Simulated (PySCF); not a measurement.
Me2Te5, C2H6Te5.
Bonds: C1–Te2, Te2–Te3, Te3–Te4, Te4–Te5, Te5–Te6, Te6–C7. Hydrogens: H8, H9, H10 on C1; H11, H12, H13 on C7.

Level of theory: PySCF 2.14.0, density-fitted response routines, TDDFT wB97X-D/def2-SVPD, vertical, gas phase, core orbitals frozen in the response, def2 core potentials past Kr. Isolated species at its PBE0-D3(BJ)/def2-SVP geometry (one conformer only). Spin–orbit coupling is left out.

Orbital energies (eV): HOMO-3 -8.35, HOMO-2 -8.16, HOMO-1 -7.74, HOMO -7.66, LUMO -0.88, LUMO+1 -0.67, LUMO+2 -0.20.

Lowest singlets, with some entries withheld (?).

```tsv
state	E (eV)	f	main configurations (H = HOMO, L = LUMO)
S1	2.81	0.017	H→L (50%), H→L+1 (16%), H-1→L+1 (11%)
S2	2.89	0.012	H→L+1 (45%), H→L (14%), H-1→L (12%)
S3	3.00	0.017	H-1→L (24%), H-1→L+1 (17%), H-1→L+2 (15%)
S4	3.16	0.013	H-2→L (57%), H→L+3 (9%)
S5	3.21	0.0056	H-4→L (19%), H→L+3 (18%), H-1→L (11%)
S6	?	0.0076	H-2→L+1 (22%), H-2→L+3 (14%), H→L+3 (9%)
S7	?	0.015	H-3→L+1 (20%), H→L+2 (16%), H-2→L+1 (8%)
S8	?	0.0017	H→L+2 (20%), H-3→L+2 (19%), H-2→L+1 (11%)
S9	?	0.0087	H-1→L+2 (24%), H→L+3 (12%), H-1→L (11%)
S10	?	0.018	H-3→L (16%), H-1→L+3 (14%), H→L+3 (13%)
```

What stands in place of each question mark?

- S6: E = 3.32 eV
- S7: E = 3.47 eV
- S8: E = 3.52 eV
- S9: E = 3.65 eV
- S10: E = 3.78 eV

What is the mean static polarisability from the same response equations?

257.8 au (38.20 Å³), with principal values 195.3, 265.6 and 312.4 au.

How far apart are S4 and S5, in eV and cm⁻¹?

3.207 − 3.160 = 0.047 eV, or about 380 cm⁻¹.

What is the vertical ionisation energy by ΔSCF at this level?

7.58 eV; −ε(HOMO) is 7.66 eV.
